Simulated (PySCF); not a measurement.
Molecule: `C#C/C(F)=C\CF`, C5H4F2.

Bonds (- single, = double, # triple, : aromatic): C1#C2, C2-C3, C3-F4, C3=C5, C5-C6, C6-F7. C1 carries H8; C5 carries H9; C6 carries H10, H11. Stereochemistry as in C#C/C(F)=C\CF.

Frames of a GFN2-xTB Langevin trajectory at 300 K; GIAO PBE0/pcSseg-1 shieldings in PySCF 2.14.0 with density-fitted response routines, gas phase, non-relativistic; equivalent atoms averaged within each frame.

δ = σ(ref) − σ, references computed at the same level: ¹³C (σ = 186.93 ppm), ¹H (σ = 31.72 ppm) against TMS; ¹⁹F (σ = 170.95 ppm) against CFCl3. The references are static minima.

Problem. How do the shifts (ppm) fluctuate along the trajectory?

Solution. 
```
         time (fs)     C3     C5     C1    C6    C2      F4      F7    H9  H10/H11    H8
optimised geometry  152.3  126.0   97.3  83.0  77.3  -105.1  -248.9  6.34     5.51  3.20
               250  159.0  133.0  104.1  83.7  78.7   -84.5  -253.7  6.27     6.12  3.12
               425  164.3  117.6   96.2  77.6  77.8   -63.7  -239.0  6.33     5.66  3.18
               625  164.7  136.1  101.5  84.8  77.0   -92.0  -220.6  7.62     6.16  3.32
               800  156.8  123.8  101.8  87.9  82.8  -103.6  -226.3  5.91     6.01  2.23
              1000  165.3  120.6   94.3  77.9  80.7   -73.8  -220.1  6.45     4.78  3.20
    mean of frames  162.0  126.2   99.6  82.4  79.4   -83.5  -231.9  6.52     5.75  3.01
standard deviation    3.8    8.0    4.1   4.5   2.3    15.5    14.4  0.65     0.58  0.44
```

5 frames give an uncertainty of the mean of about the standard deviation over 2.2 at best, since frames this close in time may not be independent; classical motion lacks zero-point vibration, and the reference would need the same averaging.
